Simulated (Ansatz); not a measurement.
Reaction (formal exchange of groups at the Si–S bond): `O[Si](S)(S)Cl` + SiH₄ → `O[Si]([SiH3])(S)Cl` + H₂S

Isolated molecules relaxed with PBE0-D4/def2-TZVP in Ansatz; ΔE leaves out vibrations. CCSD(T)/CBS is the MP2 limit (def2-TZVPP, def2-QZVPP) plus CCSD(T) − MP2 in def2-TZVPP, frozen cores. This one scheme is used for every species. DFT in def2-TZVPP. Each species was taken in one conformer, which may not be the lowest.

CCSD(T)/CBS gives +65.4 kJ/mol.

(1) Another level gave +62.9 kJ/mol. Which?
A. MP2/def2-TZVPP
B. RPA@PBE/def2-TZVPP
C. LDA (SPW92)/def2-TZVPP
D. HF/def2-TZVPP

Largest T1 diagnostic among the species: 0.012.

Results:

(1) B. RPA@PBE/def2-TZVPP 62.9, LDA (SPW92) 58.5, HF/def2-TZVPP 70.5, MP2/def2-TZVPP 74.7 kJ/mol.

Leaving LDA and LC-ωPBE aside and taking each functional with its dispersion term where it has one, the values, not all of them listed here, spread over 13.8 kJ/mol, from PBE-D4 to ωB97M-V. From BLYP to BHLYP (50 % exact exchange), in def2-TZVPP and without D4, ΔE moves by +8.5 kJ/mol.
